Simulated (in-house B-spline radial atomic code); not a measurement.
Configurations of Se2+, with energies counted from [Ar] 3d10 4s2 4p2. Level of theory: scalar-relativistic (X2C) SCAN, spin-polarised, spherical fractional occupations, Fermi nucleus of rms radius 4.14 fm; calculated with a B-spline radial code for spherical atoms. Shells without spins written out take the highest spin.

Occupations are held fixed; configurations that lie above the ionisation limit could autoionise.

| configuration | E - E(ref) (eV) | highest orbital | its <r> (bohr) |
| --- | --- | --- | --- |
| [Ar] 3d10 4s1 4p3 | 7.8455 | 4p up | 1.933 |
| [Ar] 3d10 4s(0 up, 1 down) 4p(1 up, 2 down) | 12.429 | 4p up | 2.016 |
| [Ar] 3d10 4s1 4p2 5s1 | 25.231 | 5s up | 3.911 |
| [Ar] 3d10 4s1 4p2 5f1 | 36.198 | 5f up | 9.669 |
| [Ar] 3d9 4s2 4p2 4d1 | 71.974 | 4d up | 2.712 |
| [Ar] 3d9 4s2 4p2 5f1 | 83.903 | 5f up | 9.634 |
| [Ne] 3s2 3p5 3d10 4s2 4p2 5f1 | 186.96 | 5f up | 9.637 |

Order these further configurations by energy, lowest first.
A. [Ne] 3s2 3p(2 up, 3 down) 3d10 4s2 4p(0 up, 2 down) 5f(1 up, 0 down)
B. [Ar] 3d10 4s2 4p1 4d1
C. [Ne] 3s2 3p(3 up, 2 down) 3d10 4s2 4p(2 up, 0 down) 4d(0 up, 1 down)
D. [Ar] 3d10 4s2 4p1 5s1
E. [Ne] 3s2 3p5 3d10 4s2 4p2 4d1

D (15.854 eV), B (16.041 eV), E (175.04 eV), C (176.47 eV), A (187.07 eV).

How far above the reference does [Ne] 3s2 3p5 3d10 4s2 4p2 5p1 lie?

178.95 eV; its least bound orbital is 5p up with <r> = 4.485 bohr.

How far above the reference does [Ar] 3d10 4s(1 up, 0 down) 4p(0 up, 2 down) 5p(0 up, 1 down) lie?

32.313 eV; its least bound orbital is 5p down with <r> = 4.579 bohr.
